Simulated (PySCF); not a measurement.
**Trend along group 14: MI cations**

MP2 with triple-zeta basis sets in PySCF, for the lowest determinant that a PBE0 search found; no spin–orbit coupling. De refers to high-spin ground-configuration atoms (the charge goes to the atom of lower measured ionisation energy or higher electron affinity, which is not always the lowest computed limit).

```tsv
M	basis	reference, frozen orbitals	charged atom	state (unpaired electrons)	Re (Å)	ωe (cm⁻¹)	De (eV)
Si	def2-TZVPPD	RHF, 9	Si+	singlet (closed shell)	2.303	473	4.31
Sn	def2-TZVPPD	RHF, 8	Sn+	singlet (closed shell)	2.571	251	3.59
```

(1) The row for M = Ge is missing. Estimate Re, ωe and De as the mean of the rows for Si and Sn, and compare with the calculation.

Correlated steps freeze the inner cores (8 to 13 orbitals); shallow outer-core shells are correlated. Spin–orbit coupling is left out, which matters for elements this heavy, above all for dissociation energies. For an ion De counts to the pair picked by the measured ionisation energies or electron affinities, which need not be the lowest pair at this level. Where the molecule has an RHF reference, its open-shell atoms are computed with UHF.

Answers

(1) The means are 2.437 Å, 362 cm⁻¹ and 3.95 eV. RHF-MP2 in def2-TZVPPD gives GeI⁺ as a singlet (closed shell) with Re = 2.378 Å, ωe = 320 cm⁻¹, De = 4.01 eV, so the estimate is off by +5.9 pm, +13 % and -0.06 eV.
